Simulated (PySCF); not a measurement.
C4H5NS2, SMILES s1c(S)c(nc1)C.

Geometry optimised at r2SCAN-D4/def2-SVP. One conformer was computed; it need not be the lowest.

Two levels are set side by side: TDDFT-PBE/def2-SVPD (PySCF) and TDDFT-ωB97X/def2-SVPD (PySCF). Vertical, same geometry. The lowest singlet is HOMO→LUMO 71 %, HOMO−1→LUMO 28 % with PBE and HOMO−1→LUMO 40 %, HOMO→LUMO 35 %, HOMO−3→LUMO 15 % with the other functional; states are paired by order. Differences are taken from unrounded values.

| quantity | TDDFT-ωB97X | TDDFT-PBE | TDDFT-PBE minus TDDFT-ωB97X |
|---|---|---|---|
| lowest singlet excitation (eV) | 5.18 | 4.06 | -1.12 |
| lowest triplet excitation (TDA) (eV) | 3.62 | 3.46 | -0.15 |
| first bright state (f over 0.05) (eV) | 5.46 | 4.96 | -0.50 |
| its oscillator strength | 0.13 | 0.07 | -0.06 |

Functionals without exact exchange tend to place singlet excitations lower, as here. Differences between two approximate levels are no errors against the true value.

Rough cost on one machine, each run with all the roots and properties that it gave: TDDFT-ωB97X against TDDFT-PBE about 10 times.
